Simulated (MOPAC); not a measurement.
MOPAC input (AM1):

```
AM1 1SCF UHF MS=0.5 GEO-OK AUX(PRECISION=9) THREADS=1
CH4BO3

C    -1.61285900 1    0.83703900 1    0.45638300 1
O    -0.85301100 1   -0.36059200 1    0.28809500 1
B     0.43433500 1   -0.30838900 1   -0.11807500 1
O     1.14566300 1   -1.47371500 1   -0.27304900 1
O     1.07816900 1    0.87513100 1   -0.38853100 1
H    -1.15940100 1    1.48397800 1    1.20900800 1
H    -1.68949700 1    1.38551900 1   -0.48377300 1
H    -2.60634400 1    0.53934500 1    0.78480900 1
H     1.99415400 1    0.78427800 1   -0.67008800 1
```

Output:

```
 *******************************************************************************
 **                                                                           **
 **                              MOPAC v23.2.5                                **
 **                                                                           **
 *******************************************************************************
 ** MOPAC's Digital Object Identifier: https://doi.org/10.5281/zenodo.6511958 **
 **                                                                           **
 ** Please cite the open-source release paper for use of this MOPAC version:  **
 ** J. E. Moussa and J. J. P. Stewart (2026)                                  **
 ** MOPAC: An open-source semiempirical molecular orbital program             **
 ** J. Open Source Softw., 11(119), 8025, https://doi.org/10.21105/joss.08025 **
 *******************************************************************************

                              AM1 CALCULATION RESULTS

 *******************************************************************************
 *  AM1        - The AM1 Hamiltonian to be used
 *  GEO-OK     - OVERRIDE INTERATOMIC DISTANCE AND OTHER SAFETY CHECKS
 *  UHF        - UNRESTRICTED HARTREE-FOCK CALCULATION
 *  MS=        - IN MECI, MAGNETIC COMPONENT OF SPIN =  0.5
 *  1SCF       - DO 1 SCF AND THEN STOP
 *  AUX        - OUTPUT AUXILIARY INFORMATION
 *******************************************************************************
AM1 1SCF UHF MS=0.5 GEO-OK AUX(PRECISION=9) THREADS=1
 CH4BO3

   ATOM   CHEMICAL          X               Y               Z
  NUMBER   SYMBOL      (ANGSTROMS)     (ANGSTROMS)     (ANGSTROMS)

     1       C         -1.61285900  *   0.83703900  *   0.45638300  *
     2       O         -0.85301100  *  -0.36059200  *   0.28809500  *
     3       B          0.43433500  *  -0.30838900  *  -0.11807500  *
     4       O          1.14566300  *  -1.47371500  *  -0.27304900  *
     5       O          1.07816900  *   0.87513100  *  -0.38853100  *
     6       H         -1.15940100  *   1.48397800  *   1.20900800  *
     7       H         -1.68949700  *   1.38551900  *  -0.48377300  *
     8       H         -2.60634400  *   0.53934500  *   0.78480900  *
     9       H          1.99415400  *   0.78427800  *  -0.67008800  *

          CARTESIAN COORDINATES

    NO.       ATOM           X           Y           Z

     1         C         -1.6129      0.8370      0.4564
     2         O         -0.8530     -0.3606      0.2881
     3         B          0.4343     -0.3084     -0.1181
     4         O          1.1457     -1.4737     -0.2730
     5         O          1.0782      0.8751     -0.3885
     6         H         -1.1594      1.4840      1.2090
     7         H         -1.6895      1.3855     -0.4838
     8         H         -2.6063      0.5393      0.7848
     9         H          1.9942      0.7843     -0.6701

  H: (AM1): M.J.S. DEWAR ET AL, J. AM. CHEM. SOC. 107 3902-3909 (1985)
  B: (AM1): M.J.S. DEWAR ET AL, ORGANOMETALLICS, 7, 513-521 (1988)
  C: (AM1): M.J.S. DEWAR ET AL, J. AM. CHEM. SOC. 107 3902-3909 (1985)
  O: (AM1): M.J.S. DEWAR ET AL, J. AM. CHEM. SOC. 107 3902-3909 (1985)

           Empirical Formula: C H4 O3 B  =     9 atoms

      MOLECULAR POINT GROUP   :   Cs

          UHF CALCULATION, NO. OF ALPHA ELECTRONS =   15
                           NO. OF BETA  ELECTRONS =   14

 -------------------------------------------------------------------------------
 AM1 1SCF UHF MS=0.5 GEO-OK AUX(PRECISION=9) THREADS=1
 CH4BO3

     1SCF WAS SPECIFIED, SO BFGS WAS NOT USED
     SCF FIELD WAS ACHIEVED

                              AM1 CALCULATION
                                                       MOPAC v23.2.5 Linux

          FINAL HEAT OF FORMATION =       -170.65286 KCAL/MOL =    -714.01158 KJ/MOL

          COSMO AREA              =        104.72 SQUARE ANGSTROMS
          COSMO VOLUME            =         87.71 CUBIC ANGSTROMS

          IONIZATION POTENTIAL    =         11.706788 EV
          ALPHA SOMO LUMO (EV)    =        -11.770  1.575
          BETA  SOMO LUMO (EV)    =        -11.707 -1.355
          NO. OF ALPHA ELECTRONS  =         15
          NO. OF BETA  ELECTRONS  =         14
          MOLECULAR WEIGHT        =         74.8508         POINT GROUP:  Cs

          MOLECULAR DIMENSIONS (Angstroms)

            Atom       Atom       Distance
            H     9    H     8     4.83128
            O     4    H     7     3.17035
            H     6    O     4     1.70541

          SCF CALCULATIONS        =          1

   ATOM   CHEMICAL          X               Y               Z
  NUMBER   SYMBOL      (ANGSTROMS)     (ANGSTROMS)     (ANGSTROMS)

     1       C         -1.61285900  *   0.83703900  *   0.45638300  *
     2       O         -0.85301100  *  -0.36059200  *   0.28809500  *
     3       B          0.43433500  *  -0.30838900  *  -0.11807500  *
     4       O          1.14566300  *  -1.47371500  *  -0.27304900  *
     5       O          1.07816900  *   0.87513100  *  -0.38853100  *
     6       H         -1.15940100  *   1.48397800  *   1.20900800  *
     7       H         -1.68949700  *   1.38551900  *  -0.48377300  *
     8       H         -2.60634400  *   0.53934500  *   0.78480900  *
     9       H          1.99415400  *   0.78427800  *  -0.67008800  *

                             CARTESIAN COORDINATES

   1    C       -1.612859000     0.837039000     0.456383000
   2    O       -0.853011000    -0.360592000     0.288095000
   3    B        0.434335000    -0.308389000    -0.118075000
   4    O        1.145663000    -1.473715000    -0.273049000
   5    O        1.078169000     0.875131000    -0.388531000
   6    H       -1.159401000     1.483978000     1.209008000
   7    H       -1.689497000     1.385519000    -0.483773000
   8    H       -2.606344000     0.539345000     0.784809000
   9    H        1.994154000     0.784278000    -0.670088000

           Empirical Formula: C H4 O3 B  =     9 atoms

      MOLECULAR POINT GROUP   :   Cs

          ALPHA EIGENVALUES
 -39.19683 -37.81915 -36.64981 -28.27815 -22.04077 -19.08447 -18.23344 -16.72521
 -15.74244 -15.15289 -14.65963 -13.97389 -13.15626 -12.59623 -11.76992   1.57544
   2.90632   3.41043   4.14914   4.22700   4.48720   4.61901   7.07971   7.59921

           BETA EIGENVALUES
 -38.99732 -37.37669 -33.81706 -28.18175 -21.83425 -18.77602 -17.50836 -16.65002
 -15.66578 -14.37947 -13.84751 -12.74645 -12.71576 -11.70679  -1.35541   1.79223
   2.91798   3.59237   4.16243   4.22473   4.50947   4.78293   7.28168   7.77771

              NET ATOMIC CHARGES AND DIPOLE CONTRIBUTIONS

  ATOM NO.   TYPE          CHARGE      No. of ELECS.   s-Pop       p-Pop
    1          C          -0.029156        4.0292     1.22553     2.80363
    2          O          -0.242926        6.2429     1.84266     4.40027
    3          B           0.216867        2.7831     1.08269     1.70044
    4          O          -0.102111        6.1021     1.92911     4.17300
    5          O          -0.331236        6.3312     1.83885     4.49239
    6          H           0.071949        0.9281     0.92805
    7          H           0.071955        0.9280     0.92804
    8          H           0.099308        0.9007     0.90069
    9          H           0.245349        0.7547     0.75465
 DIPOLE           X         Y         Z       TOTAL
 POINT-CHG.    -0.481     1.486     0.064     1.563
 HYBRID         0.544     0.132    -0.179     0.587
 SUM            0.062     1.618    -0.114     1.623

          ATOMIC ORBITAL ELECTRON POPULATIONS

     Atom    s        px        py        pz
    1  C   1.22553   0.93795   0.85362   1.01206
    2  O   1.84266   1.26933   1.34962   1.78132
    3  B   1.08269   0.64173   0.62870   0.43001
    4  O   1.92911   1.17675   1.18872   1.80753
    5  O   1.83885   1.30068   1.38332   1.80839
    6  H   0.92805
    7  H   0.92804
    8  H   0.90069
    9  H   0.75465

                    (SZ)    =    0.500000
                    (S**2)  =    0.752501

          ATOMIC ORBITAL SPIN POPULATIONS

    Atom   Total    s     px     py     pz
         Atomic
    1  C -0.0032 -0.000 -0.000 -0.003 -0.000
    2  O  0.0212 -0.001  0.016  0.005  0.001
    3  B -0.0599 -0.014 -0.016 -0.020 -0.010
    4  O  0.9947  0.008  0.587  0.326  0.074
    5  O  0.0487 -0.001  0.002  0.048 -0.000
    6  H  0.0001  0.000
    7  H  0.0001  0.000
    8  H  0.0023  0.002
    9  H -0.0040 -0.004

 **********************
 *                    *
 * JOB ENDED NORMALLY *
 *                    *
 **********************

 == MOPAC DONE ==
```

The geometry given is a B3LYP-D3(BJ)/def2-TZVP minimum.
